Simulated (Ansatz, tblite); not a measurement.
Adding an electron: Hg₃⁺ (the lowest doublet isomer of a short search). Charge 1, multiplicity 2. Geometry: PBE/def2-TZVP. Ansatz, gas phase; energy differences of separate SCF runs; the reduced species is a singlet (the triplet lies 2.97 eV higher at PBE0/def2-TZVP).

Cartesian coordinates in Å:
```
Hg -0.0007 0.0050 0.0015
Hg 0.1226 0.8234 -2.7549
Hg -0.1219 -0.8284 2.7535
```

In the def2 sets Hg takes a core potential; there is no spin–orbit coupling. The xTB rows come from tblite. The structure comes from a short search, and lower isomers may exist.

```csv
level,−HOMO (eV),−LUMO (eV),vertical EA (eV),HOMO–LUMO gap (eV)
GFN1-xTB,–,–,12.86,–
GFN2-xTB,–,–,13.58,–
PBE/def2-TZVP,10.28,9.92,7.56,0.36
r2SCAN/def2-TZVP,10.51,9.75,7.56,0.76
PBE0/def2-TZVP,10.84,9.06,7.41,1.78
```

  HOMO and LUMO are the levels of the spin that leaves or enters (xTB has no such levels and no spin-polarisation term). Other spin states of the ions may lie lower, which would lower the ionisation energy or raise the affinity. Raw xTB energy differences between charge states are shifted by several eV; the methods need an empirical correction for them.
